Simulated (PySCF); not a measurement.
## [TlH4]− at several levels of theory

Computed with PySCF 2.14.0 (density fitting, no spin-orbit coupling) at the geometry relaxed with PBE0:

```xyz
5
[TlH4]− (singlet)
Tl    0.0000    0.0000    0.0000
H     1.0412    1.0412    1.0412
H    -1.0412   -1.0412    1.0412
H     1.0412   -1.0412   -1.0412
H    -1.0412    1.0412   -1.0412
```

```tsv
level	basis	state	HOMO (eV)	gap (eV)	charge on Tl1 (e)	dipole about the centre of mass (D)	largest force component (eV/Å)
PBE0	Tl def2-SVP with ECP60, H def2-SVP	singlet	-1.98	8.22	-0.24	0.00	0.00
r2SCAN	the same	singlet	-1.13	6.81	-0.22	0.00	0.01
PBE0	Tl def2-TZVP with ECP60, H def2-TZVP	singlet	-2.15	7.20	0.06	0.00	0.05
```

Charges are Mulliken's, which hang on the basis. The relaxation used the grid (50, 194), these runs (75, 302) or, all-electron (x2c bases, spin-free X2C Hamiltonian), (99, 590).

What does revPBE with Tl def2-SVP with ECP60, H def2-SVP give here?

state singlet, HOMO (eV) -0.82, gap (eV) 6.30, charge on Tl1 (e) -0.29, dipole about the centre of mass (D) 0.00, largest force component (eV/Å) 0.13. Time: 0.9 s on 2 threads of Arm Neoverse V2 (shared host), from an already converged density.

In the first row's basis the gap widens with exact exchange: 6.3 to 6.8 eV for revPBE, r2SCAN (none); 8.2 eV for PBE0 (a fixed share).
